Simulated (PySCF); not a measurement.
CH4ClFSi (calculated)

Calculation on a computer-drawn molecule: the log of a Hartree-Fock and frozen-core CCSD(T) single point meant for a local Hartree-Fock minimum, with one planted fault or none, to be diagnosed. Offsets are logged minus clean, where the clean run is the same molecule without the fault. The reference is restricted for singlets and unrestricted otherwise, and also for a bond in bohr or an excited solution. Adding or removing an electron swaps singlet and doublet. The excited solution moves the top pair (singlet) or top alpha electron (doublet) to the lowest empty orbital. Highest occupied and lowest empty are orbital energies over both spins, largest force is the largest gradient component, triples share is (T) over the correlation energy, the T1 limit is 0.02 restricted and 0.045 unrestricted, electrons count all cores, a negative frequency is imaginary (commonest isotopes), and the dipole is about the centre of nuclear charge. Program: PySCF 2.14.0.

```xyz
8
formula=CH4ClFSi meant_charge=0 meant_multiplicity=1 meant_basis=cc-pV(D+d)Z logged_electrons=50 logged_basis_functions=94 logged_SCF_converged=yes logged_spin_squared=0 logged_highest_occupied=-12.302 logged_lowest_empty=5.1497 logged_largest_force=0.070715 logged_T1_diagnostic=0.0088945 logged_D1_diagnostic=0.023537 logged_triples_share=0.019872 logged_CC_converged=yes logged_dipole_magnitude=2.0348 logged_SCF_stable_within_its_kind=yes logged_energy_HF=-888.1763 logged_energy_CCSD(T)=-888.78968 possible_faults=no_fault,one_electron_removed,one_electron_added,multiplicity_raised_by_two,geometry_at_a_saddle_point,SCF_held_on_an_excited_solution,minimal_basis_STO-3G,one_bond_length_entered_in_bohr,all_coordinates_scaled planted_fault=all_coordinates_scaled,by_-6.3_% HF_energy_offset_from_clean_run=23.82 CCSD(T)_energy_offset_from_clean_run=28.23
C     -1.3769     1.0204     0.9813
Si    -0.4503     0.6074    -0.4228
F      0.6441     1.6257    -0.6114
Cl    -1.5542     0.6625    -2.0024
H     -2.1291     0.3415     1.1280
H     -0.7757     1.0234     1.8108
H     -1.7941     1.9493     0.8784
H      0.1454    -0.6283    -0.3664
```

Units: logged_highest_occupied, logged_lowest_empty in eV; logged_largest_force in hartree/bohr; logged_dipole_magnitude in debye; logged_energy_HF, logged_energy_CCSD(T) in hartree; HF_energy_offset_from_clean_run, CCSD(T)_energy_offset_from_clean_run in kcal/mol.

Drawn bonds:
| atom | other atom | order |
| --- | --- | --- |
| 1 | 2 | 1 |
| 2 | 3 | 1 |
| 2 | 4 | 1 |
| 1 | 5 | 1 |
| 1 | 6 | 1 |
| 1 | 7 | 1 |
| 2 | 8 | 1 |
